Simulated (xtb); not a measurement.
C₂H₄O₂, charge -1, doublet, at a GFN2-xTB geometry (a state made from the parent by changing its charge; the spin is typed, not shown lowest); xtb with GFN2-xTB.

xtb was given this input:
```
$ xtb mol.xyz --gfn 2 --chrg -1 --uhf 1 --json

# file mol.xyz
8

C     -1.35694313    -0.34695005    -0.01470161
O     -0.11621097    -0.92096213    -0.20521993
C      1.01595326     0.07657087    -0.15725667
O      0.77579441     1.25696160     0.28556146
H     -1.96902920    -0.39407010    -0.93383438
H     -1.90675889    -0.86419747     0.79042516
H     -1.21390419     0.70871758     0.26674643
H      1.85896390    -0.51617084     0.26568012
```

It wrote (shortened):

```
   ID    Z sym.   atoms
    1    6 C      1, 3
    2    8 O      2, 4
    3    1 H      5-8

           -------------------------------------------------
          |                Calculation Setup                |
           -------------------------------------------------

           -------------------------------------------------
          |                 G F N 2 - x T B                 |
           -------------------------------------------------

          ...................................................
          :                      SETUP                      :
          :.................................................:
          :  # basis functions                  20          :
          :  # atomic orbitals                  20          :
          :  # shells                           12          :
          :  # electrons                        25          :
          :  max. iterations                   250          :
          :  Hamiltonian                  GFN2-xTB          :
          :  restarted?                      false          :
          :  GBSA solvation                  false          :
          :  PC potential                    false          :
          :  electronic temp.          300.0000000     K    :
          :  accuracy                    1.0000000          :
          :  -> integral cutoff          0.2500000E+02      :
          :  -> integral neglect         0.1000000E-07      :
          :  -> SCF convergence          0.1000000E-05 Eh   :
          :  -> wf. convergence          0.1000000E-03 e    :
          :  Broyden damping             0.4000000          :
          :  net charge                         -1          :
          :  unpaired electrons                  1          :
          ...................................................

 iter      E             dE          RMSdq      gap      omega  full diag
   1    -14.5860442 -0.145860E+02  0.530E+00    6.91       0.0  T
   2    -14.6504524 -0.644082E-01  0.245E+00    6.53       1.0  T
   3    -14.6513370 -0.884614E-03  0.130E+00    6.48       1.0  T
   4    -14.6516350 -0.297954E-03  0.232E-01    6.45       1.0  T
   5    -14.6518328 -0.197838E-03  0.120E-01    6.46       1.0  T
   6    -14.6518388 -0.595870E-05  0.222E-02    6.48       1.6  T
   7    -14.6518398 -0.105774E-05  0.914E-03    6.48       3.9  T
   8    -14.6518399 -0.104188E-06  0.259E-03    6.48      13.7  T
   9    -14.6518399 -0.663373E-08  0.801E-04    6.48      44.1  T
  10    -14.6518400 -0.201984E-08  0.371E-04    6.48      95.2  T

   *** convergence criteria satisfied after 10 iterations ***

         :::::::::::::::::::::::::::::::::::::::::::::::::::::
         ::                     SUMMARY                     ::
         :::::::::::::::::::::::::::::::::::::::::::::::::::::
         :: total energy             -14.559602549827 Eh    ::
         :: gradient norm              0.000028804355 Eh/a0 ::
         :: HOMO-LUMO gap              6.479511653450 eV    ::
         ::.................................................::
         :: SCC energy               -14.651839535817 Eh    ::
         :: -> isotropic ES            0.198393968361 Eh    ::
         :: -> anisotropic ES         -0.002515614716 Eh    ::
         :: -> anisotropic XC         -0.001976917276 Eh    ::
         :: -> dispersion             -0.003758372922 Eh    ::
         :: repulsion energy           0.092236985990 Eh    ::
         :: add. restraining           0.000000000000 Eh    ::
         :: total charge              -1.000000000000 e     ::
         :::::::::::::::::::::::::::::::::::::::::::::::::::::

           -------------------------------------------------
          |                Property Printout                |
           -------------------------------------------------

    * Orbital Energies and Occupations

         #    Occupation            Energy/Eh            Energy/eV
      -------------------------------------------------------------
[...]
         2        2.0000           -0.4230369             -11.5114
         3        2.0000           -0.4103547             -11.1663
         4        2.0000           -0.3586676              -9.7598
         5        2.0000           -0.3396332              -9.2419
         6        2.0000           -0.3322499              -9.0410
         7        2.0000           -0.3013095              -8.1990
         8        2.0000           -0.2580876              -7.0229
         9        2.0000           -0.2366567              -6.4398
        10        2.0000           -0.2239032              -6.0927
        11        2.0000           -0.1852482              -5.0409
        12        2.0000           -0.1472235              -4.0062
        13        1.0000           -0.0082844              -0.2254 (HOMO)
        14                          0.2298333               6.2541 (LUMO)
        15                          0.3076051               8.3704
        16                          0.3545208               9.6470
        17                          0.3613226               9.8321
        18                          0.3942208              10.7273
        19                          0.4066489              11.0655
        20                          0.6505473              17.7023
      -------------------------------------------------------------
                  HL-Gap            0.2381177 Eh            6.4795 eV
             Fermi-level            0.0165102 Eh            0.4493 eV

     #   Z          covCN         q      C6AA      α(0)
     1   6 C        3.634     0.092    19.421     6.342
     2   8 O        1.683    -0.434    21.503     6.260
     3   6 C        2.621     0.129    25.159     8.204
     4   8 O        0.855    -0.644    27.223     6.995
     5   1 H        0.922    -0.037     3.795     3.046
     6   1 H        0.923    -0.034     3.731     3.021
     7   1 H        0.923     0.039     2.458     2.452
     8   1 H        0.921    -0.112     5.995     3.829

 Mol. C6AA /au·bohr⁶  :        733.036371
 Mol. C8AA /au·bohr⁸  :      14878.133539
 Mol. α(0) /au        :         40.149887

Wiberg/Mayer (AO) data.
largest (>0.10) Wiberg bond orders for each atom

 ---------------------------------------------------------------------------
     #   Z sym  total        # sym  WBO       # sym  WBO       # sym  WBO
 ---------------------------------------------------------------------------
     1   6 C    3.976 --     2 O    1.043     6 H    0.973     5 H    0.973
                             7 H    0.958
     2   8 O    2.013 --     1 C    1.043     3 C    0.825
     3   6 C    3.333 --     4 O    1.550     8 H    0.934     2 O    0.825
     4   8 O    1.724 --     3 C    1.550
     5   1 H    0.999 --     1 C    0.973
     6   1 H    0.999 --     1 C    0.973
     7   1 H    0.998 --     1 C    0.958
     8   1 H    0.987 --     3 C    0.934
 ---------------------------------------------------------------------------

Topologies differ in total number of bonds
Writing topology from bond orders to xtbtopo.mol

molecular dipole:
                 x           y           z       tot (Debye)
 q only:       -1.057      -0.571      -0.242
   full:       -1.226      -0.749      -0.056       3.655
molecular quadrupole (traceless):
                xx          xy          yy          xz          yz          zz
 q only:        0.296      -3.391      -3.598      -1.374      -1.509       3.302
  q+dip:        0.534      -3.685      -4.781      -0.293      -2.227       4.248
   full:        1.042      -3.694      -4.873      -0.492      -2.133       3.831

           -------------------------------------------------
          | TOTAL ENERGY              -14.559602549827 Eh   |
          | GRADIENT NORM               0.000028804355 Eh/α |
          | HOMO-LUMO GAP               6.479511653450 eV   |
           -------------------------------------------------

normal termination of xtb
```
